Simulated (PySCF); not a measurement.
Compound: C₆H₅ClFNO.
Cartesian coordinates in Å at the PBE0-D3(BJ)/def2-SVP level; atoms count from 1:
```
atom  x, y, z in Å
N1    -1.6779    2.1454   -2.4694
C2    -0.9486    1.7852   -1.6454
C3    -0.0487    1.2756   -0.6300
C4     1.0399    0.3011   -1.1807
O5     2.1550    0.4563   -1.5527
C6     0.1772   -0.8940   -0.7974
F7     0.7692   -1.9948   -0.2944
C8    -0.5871    0.0428    0.1614
C9    -2.0723   -0.1474    0.3161
Cl10  -2.7579    1.1206    1.3648
H11    0.3559    2.1019   -0.0272
H12   -0.4607   -1.1689   -1.6608
H13   -0.0897    0.0226    1.1431
H14   -2.2924   -1.1209    0.7750
H15   -2.5870   -0.0831   -0.6537
```

Linear response at PBE0/def2-SVPD (PySCF, frozen core in the response, non-relativistic). Isolated species at its PBE0-D3(BJ)/def2-SVP geometry (one conformer only).

Static isotropic polarisability: 87.54 au (12.97 Å³), principal values 74.0, 87.0, 101.6 au.

What is the polarisability at 1064 nm and at the sodium D line?

88.16 au at 1064 nm (+0.7 %), 89.61 au at 589.3 nm (+2.4 %). The rise at 589.3 nm is 3.35 times that at 1064 nm; a pure ω² law gives 3.26. The lowest singlet lies at 300 nm, shorter than both wavelengths.

What is the isotropic C6 coefficient between two such molecules, C6 = (3/π)∫α(iω)² dω?

3431 au (Eh·bohr⁶) by a ten-point quadrature over imaginary frequencies, which is 2050 eV·Å⁶ or 198 J·nm⁶/mol.

Which effective excitation energy ω̄ makes London's formula C6 = (3/4)α²ω̄ exact here?

ω̄ = 4·C6/(3α²) = 0.597 Eh = 16.2 eV. A one-pole form α(ω) = α/(1 − ω²/ω̄²) fitted to the 1064 nm value gives 13.9 eV.

The lowest 6 singlets have (eV, f): 4.13, 0.000; 6.09, 0.002; 6.14, 0.014; 6.46, 0.002; 6.74, 0.004; 6.93, 0.009. What share of the static polarisability do they carry in the sum over states α = Σ f/ω²?

0.57 au, 0.7 % of α; the largest term, 0.28 au, is that of the state at 6.14 eV. Their oscillator strengths add up to 0.03. Higher states carry the rest.

What three-body coefficient follows from the one-pole estimate C9 = (3/4)·α·C6?

225000 au. This is an estimate from the two numbers above, not a computed integral.

How anisotropic is the static polarisability, by Δα² = ½[(α1 − α2)² + (α2 − α3)² + (α3 − α1)²]?

Δα = 24.0 au, or 0.27 of the isotropic value.

What n − 1 at the D line would an ideal gas of it have at 273.15 K and 1 atm (2.6868 × 10¹⁹ cm⁻³), by n − 1 = 2π·N·α′?

22.42 × 10⁻⁴, a formal value whether or not that pressure can be reached.
